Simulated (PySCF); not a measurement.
Numbering as in the mapped SMILES `[F:1][Si@@H:2]1[CH:3]=[CH:4][BH:5][CH2:6]1`; H(Xn) means a hydrogen on atom n. Ha(C6) is cis to F1 on the ring; Hb(C6) is trans to F1 on the ring.

Geometry: PBE0-D3(BJ)/def2-SVP; GIAO shifts from PySCF, gas phase, non-relativistic, averaged over equivalent atoms.

At WP04/pcSseg-1 (139 basis functions, 12 s wall time on 1 thread of an Arm Neoverse V1, shared host):
```
 atoms  δ (ppm)
    F1   -178.0
   Si2     -2.6
    C3    172.4
    C4    170.0
    C6     15.2
    B5     69.6
 H(C4)     7.67
 H(C3)     7.48
 H(B5)     6.25
H(Si2)     4.47
Hb(C6)     1.36
Ha(C6)     0.59
```

δ = σ(ref) − σ, references computed at the same level: CFCl3 for 19F (176.96 ppm); 29Si (338.69 ppm) and 13C (172.44 ppm) and 1H (31.56 ppm) vs TMS; BF3·OEt2 for 11B (95.72 ppm).

Task: What do these become at PBE0/def2-TZVP?

Result: 
```csv
atoms,δ at PBE0/def2-TZVP,change
F1,-161.9,+16.1
Si2,3.0,+5.6
C3,176.0,+3.6
C4,173.3,+3.3
C6,19.7,+4.5
B5,70.8,+1.2
H(C4),8.39,+0.72
H(C3),8.20,+0.72
H(B5),7.24,+0.99
H(Si2),5.50,+1.03
Hb(C6),1.84,+0.48
Ha(C6),0.67,+0.08
```

Shifts are taken against calculated references (same method and geometry level): CFCl3 for 19F (σref 178.85); TMS for 29Si (σref 331.56) and 13C (σref 186.65) and 1H (σref 31.48); BF3·OEt2 for 11B (σref 102.62).

The largest change is at F1 (fluorine bonded to Si). Cost: 228 basis functions, 24 s wall time on 1 thread of an Arm Neoverse V1, shared host. The order of the carbon signals is the same at both levels.

A carbon bonded to boron is broadened by the quadrupolar boron nucleus and is often missing from a measured spectrum. Unscaled 19F shifts against computed CFCl3 carry errors that often reach 10 to 50 ppm.
